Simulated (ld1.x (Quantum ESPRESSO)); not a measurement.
**Tb: one change to a TM potential, before and after**

ld1.x (Quantum ESPRESSO) 7.5 input, shortened:

```
&input
   title='Tb', zed=65., rel=1, dft='PBE', iswitch=3,
   config='[Xe] 4f9 5d0 6s1.75 6p0'
 /
 &inputp
   pseudotype=2, tm=.true., lloc=1,
   nlcc=.false.
 /
4
6S  1  0   1.75   0.00  3.35  3.35  0.0
5D  3  2   0.00   0.00  2.80  2.80  0.0
4F  4  3   9.00   0.00  1.20  1.20  0.0
6P  2  1   0.00   0.00  4.20  4.20  0.0
 &test
   configts(1)='4f9 5d0 6s1.75 6p0'
 /
```

Change: wave 5d (bound): rc 2.80 bohr becomes 5d (bound): rc 4.14 bohr.

Cutoffs: the cutoffs (Ry, on a coarse ladder) from which the occupation-weighted sum of valence levels, in a spherical-Bessel basis at the reference potential, stays within 10 and 1 mRy of its value at 400 Ry; they do not see the model core or the augmentation charge, which bear on the density cutoff. Errors are all-electron minus pseudo energies relative to the spin-unpolarised reference configuration.

Q: What does the change do?

A: The number of tests that count goes from 7 to 6; of the 6 tests that both files solve, the error grows in 2 and shrinks in 0 by more than 15 % and 0.3 meV (median size 144.5 → 153.9 meV); neither file shows a bound ghost at the reference potential, the only one tested.

```csv
quantity,base,changed
"cutoff, loose",260 Ry,260 Ry
"cutoff, tight",over 300 Ry,over 300 Ry
bound ghosts,none,none
"tests counted (converged, no solver errors)",7 of 7,6 of 7
"error for 4f9 5d0 6s2 6p0, meV [ΔE -1.07 eV]",+0.9,+0.9
"error for 4f9 5d0 6s1 6p0, meV [ΔE 5.09 eV]",+13,+13
"error for 4f9 5d0 6s0 6p0, meV [ΔE 16.61 eV]",+276,+276
"error for 4f7 5d0 6s0 6p0, meV [ΔE 86.04 eV]",-8865,-8865
"error for 4f9 5d1 6s1 6p0, meV [ΔE 1.40 eV]",+6.8,+32
"error for 4f8 5d1 6s1 6p0, meV [ΔE 9.77 eV]",-1422,-1637
s: phases at 4.57 bohr within 0.05 rad from the reference energy up to (Ry; the scan ends near 5),0.5,0.5
p: phases at 4.57 bohr within 0.05 rad from the reference energy up to (Ry; the scan ends near 5),n/a,n/a
d: phases at 4.57 bohr within 0.05 rad from the reference energy up to (Ry; the scan ends near 5),0.3,0.2
f: phases at 4.57 bohr within 0.05 rad from the reference energy up to (Ry; the scan ends near 5),n/a,n/a
```

Base: These tests converged, but a pseudo level misses the all-electron one widely, so the file describes the atom poorly there or has found another state: 4f7 5d0 6s0 6p0: 4f by 9.4 eV (a node warning on the way); 4f8 5d1 6s2 6p0: 4f by 3.4 eV; 4f8 5d1 6s1 6p0: 4f by 3.5 eV. Changed file: Tests not counted: 4f8 5d1 6s2 6p0 (solver errors, printed error -1143 eV). These tests converged, but a pseudo level misses the all-electron one widely, so the file describes the atom poorly there or has found another state: 4f7 5d0 6s0 6p0: 4f by 9.4 eV (a node warning on the way); 4f8 5d1 6s1 6p0: 4f by 3.9 eV.
